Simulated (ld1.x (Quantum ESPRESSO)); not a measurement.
# Before and after: TM potential for gallium (Ga)

ld1.x (Quantum ESPRESSO) 7.5 input, shortened:

```
&input
   title='Ga', zed=31., rel=1, dft='PBESOL', iswitch=3,
   config='[Ar] 3d10 4s2 4p1'
 /
 &inputp
   pseudotype=2, tm=.true., lloc=0,
   nlcc=.true., new_core_ps=.true., rcore=1.40
 /
2
4P  2  1   1.00   0.00  2.25  2.25  0.0
4S  1  0   2.00   0.00  1.65  1.65  0.0
 &test
   configts(1)='4s2 4p1'
 /
```

All-electron outer shells of the reference configuration (PBEsol, scalar-relativistic, ld1.x):

```tsv
shell	level (eV)	outermost node (bohr)	outermost maximum (bohr)
3p	-98.68	0.24	0.56
3d	-19.16	–	0.53
4s	-8.96	0.81	1.90
4p	-2.57	0.87	2.53
```

Change: local potential all-electron potential smoothed inside 2.25 bohr (lloc = -2).

Cutoffs: the cutoffs (Ry, on a coarse ladder) from which the occupation-weighted sum of valence levels, in a spherical-Bessel basis at the reference potential, stays within 10 and 1 mRy of its value at 400 Ry; they do not see the model core or the augmentation charge, which bear on the density cutoff. Errors are all-electron minus pseudo energies relative to the spin-unpolarised reference configuration.

Problem. Predict the effect on cutoff, ghosts and configuration errors.

Solution. The potential gets neither clearly harder nor softer (15 Ry and 35 Ry → 15 Ry and 35 Ry); the errors of the 7 common tests hardly move; the range in which the s phases agree widens (upper end 3.0 → at the end of the scan); the range in which the p phases agree narrows (upper end at the end of the scan → 3.7); neither file shows a bound ghost.

| quantity | base | changed |
| --- | --- | --- |
| cutoff, loose | 15 Ry | 15 Ry |
| cutoff, tight | 35 Ry | 35 Ry |
| bound ghosts | none | none |
| error for 4s2 4p0, meV [ΔE 5.68 eV] | -12 | -13 |
| error for 4s1 4p0, meV [ΔE 26.82 eV] | -190 | -196 |
| error for 4s2 4p0.5, meV [ΔE 2.03 eV] | -1.8 | -1.9 |
| error for 4s1 4p1, meV [ΔE 13.08 eV] | -52 | -52 |
| error for 4s0 4p3, meV [ΔE 13.39 eV] | -75 | -72 |
| error for 4s2 4p1.3, meV [ΔE -0.53 eV] | -0.1 | -0.1 |
| error for 4s1 4p2, meV [ΔE 6.55 eV] | -19 | -19 |
| s: phases at 2.45 bohr within 0.05 rad from the reference energy up to (Ry; the scan ends near 5) | 3.0 | to the end of the scan |
| p: phases at 2.45 bohr within 0.05 rad from the reference energy up to (Ry; the scan ends near 5) | to the end of the scan | 3.7 |
